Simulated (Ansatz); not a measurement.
This triplet lies 0.59 eV below the relaxed singlet at the level frozen-core CCSD(T)/cc-pVTZ // B3LYP-D3(BJ)/def2-TZVP (Ansatz, an electronic-structure program).

Method: B3LYP-D3(BJ)/def2-TZVP in Ansatz. No frequencies were computed at this level.

Ansatz 0.2 input:
```yaml
crystal:
  periodic: [false, false, false]
  atoms:
    - { symbol: C, position_ang: [-1.505752, -0.077042, -0.192279] }
    - { symbol: C, position_ang: [-0.055247, 0.001255, -0.202927] }
    - { symbol: Al, position_ang: [1.849467, 0.095543, -0.216673] }
    - { symbol: H, position_ang: [-1.948236, 0.689237, -0.83865] }
    - { symbol: H, position_ang: [-1.903541, 0.068549, 0.818782] }
    - { symbol: H, position_ang: [-1.848432, -1.054846, -0.548297] }
    - { symbol: H, position_ang: [2.644457, 1.400533, 0.056416] }
    - { symbol: H, position_ang: [2.767278, -1.123233, -0.502315] }
basis:
  gaussian: { orbitals: def2-tzvp }
hamiltonian:
  xc: b3lyp
  dispersion: d3bj
relax:
  max_steps: 150
magnetization:
  spin_polarized: true
  initial_magnetization: 2
```

Output:

```
Functional definition: B3LYP
839 factors; their error is unknown
mean field evaluation 1: about -8744.3457 eV, gradient 3.6e1 eV
mean field evaluation 2: about -8738.3451 eV, gradient 4.6e1 eV
mean field evaluation 4: about -8750.7067 eV, gradient 3.0e0 eV
mean field evaluation 8: about -8750.7522 eV, gradient 5.3e-2 eV
mean field evaluation 16: about -8750.7522 eV, gradient 2.0e-5 eV
mean field -8750.75221766 eV, -321.5842125261 hartree, gradient 2.0e-5 eV, S^2 2.007704; 0 other end points of the search recorded, 0 dependent functions left out
reference -8750.75250053 eV, -321.5842229216 hartree; 16, 14 occupied and 113, 115 virtual orbitals, 839 factors
relax step   1: F+E_penalty+E_count = -8750.94969632 eV  Δ(F+E_penalty+E_count) = +0.000e0 eV  max|allowed force component| = 6.431e-1 eV/Å  Δτ_max = 0.0000 Å  (28 SCF iters, accepted)
these checks for a lower state are left out or cut short: starts, cluster_reference, orbital_swaps, neighbouring_geometries, increment
839 factors; their error is unknown
mean field -8750.80004002 eV, -321.5859699653 hartree, gradient 2.2e-5 eV, S^2 2.007537; 0 other end points of the search recorded, 0 dependent functions left out
reference -8750.80032265 eV, -321.5859803520 hartree; 16, 14 occupied and 113, 115 virtual orbitals, 839 factors
relax step   2: F+E_penalty+E_count = -8750.99846966 eV  Δ(F+E_penalty+E_count) = -4.877e-2 eV  max|allowed force component| = 2.116e-1 eV/Å  Δτ_max = 0.1148 Å  (30 SCF iters, accepted)
these checks for a lower state are left out or cut short: starts, cluster_reference, orbital_swaps, neighbouring_geometries, increment
839 factors; their error is unknown
mean field -8750.80138713 eV, -321.5860194707 hartree, gradient 2.2e-5 eV, S^2 2.007510; 0 other end points of the search recorded, 0 dependent functions left out
reference -8750.80166981 eV, -321.5860298591 hartree; 16, 14 occupied and 113, 115 virtual orbitals, 839 factors
relax step   3: F+E_penalty+E_count = -8750.99995630 eV  Δ(F+E_penalty+E_count) = -1.487e-3 eV  max|allowed force component| = 7.375e-2 eV/Å  Δτ_max = 0.0090 Å  (33 SCF iters, accepted)
these checks for a lower state are left out or cut short: starts, cluster_reference, orbital_swaps, neighbouring_geometries, increment
839 factors; their error is unknown
mean field evaluation 32: about -8750.8014 eV, gradient 1.3e-1 eV
mean field -8750.80143192 eV, -321.5860211167 hartree, gradient 1.8e-5 eV, S^2 2.007494; 0 other end points of the search recorded, 0 dependent functions left out
reference -8750.80171463 eV, -321.5860315060 hartree; 16, 14 occupied and 113, 115 virtual orbitals, 839 factors
relax step   4: F+E_penalty+E_count = -8751.00011100 eV  Δ(F+E_penalty+E_count) = -1.547e-4 eV  max|allowed force component| = 2.216e-2 eV/Å  Δτ_max = 0.0023 Å  (25 SCF iters, accepted)
these checks for a lower state are left out or cut short: starts, cluster_reference, orbital_swaps, neighbouring_geometries, increment
839 factors; their error is unknown
mean field -8750.80144317 eV, -321.5860215303 hartree, gradient 2.2e-5 eV, S^2 2.007491; 0 other end points of the search recorded, 0 dependent functions left out
reference -8750.80172584 eV, -321.5860319180 hartree; 16, 14 occupied and 113, 115 virtual orbitals, 839 factors
relax step   5: F+E_penalty+E_count = -8751.00014269 eV  Δ(F+E_penalty+E_count) = -3.169e-5 eV  max|allowed force component| = 1.949e-2 eV/Å  Δτ_max = 0.0052 Å  (33 SCF iters, accepted)
these checks for a lower state are left out or cut short: starts, cluster_reference, orbital_swaps, neighbouring_geometries, increment
839 factors; their error is unknown
mean field -8750.80149567 eV, -321.5860234596 hartree, gradient 2.2e-5 eV, S^2 2.007493; 0 other end points of the search recorded, 0 dependent functions left out
reference -8750.80177828 eV, -321.5860338455 hartree; 16, 14 occupied and 113, 115 virtual orbitals, 839 factors
relax step   6: F+E_penalty+E_count = -8751.00019575 eV  Δ(F+E_penalty+E_count) = -5.306e-5 eV  max|allowed force component| = 3.407e-3 eV/Å  Δτ_max = 0.0167 Å  (32 SCF iters, accepted)
839 factors; their error is unknown
mean field evaluation 64: about -8750.8015 eV, gradient 3.9e-3 eV
mean field -8750.80149567 eV, -321.5860234596 hartree, gradient 8.4e-5 eV, S^2 2.007493; 1 other end points of the search recorded, 0 dependent functions left out
reference -8750.80177828 eV, -321.5860338454 hartree; 16, 14 occupied and 113, 115 virtual orbitals, 839 factors
Total energy: -8751.00047836 eV, -321.5933359387 hartree
Atom 0 at    -1.470352    -0.079492    -0.195477 Å, force     0.000004    -0.000290     0.000763 eV/Å
Atom 1 at    -0.022166     0.026248    -0.195469 Å, force    -0.003144    -0.000086     0.000040 eV/Å
Atom 2 at     1.855183     0.100305    -0.215350 Å, force     0.003310     0.003407     0.000431 eV/Å
Atom 3 at    -1.933536     0.682781    -0.837041 Å, force     0.000260     0.000522    -0.001100 eV/Å
Atom 4 at    -1.882301     0.066084     0.812678 Å, force     0.000177     0.000049     0.000779 eV/Å
Atom 5 at    -1.820945    -1.059214    -0.548698 Å, force     0.000385    -0.000391    -0.000331 eV/Å
Atom 6 at     2.586050     1.471047     0.073932 Å, force    -0.001232    -0.001914    -0.000242 eV/Å
Atom 7 at     2.688061    -1.207763    -0.520518 Å, force     0.000240    -0.001296    -0.000341 eV/Å
Dipole moment:    -0.348329    -0.019799     0.003735 e Å
```

Cost: around 23 core-seconds (rough).
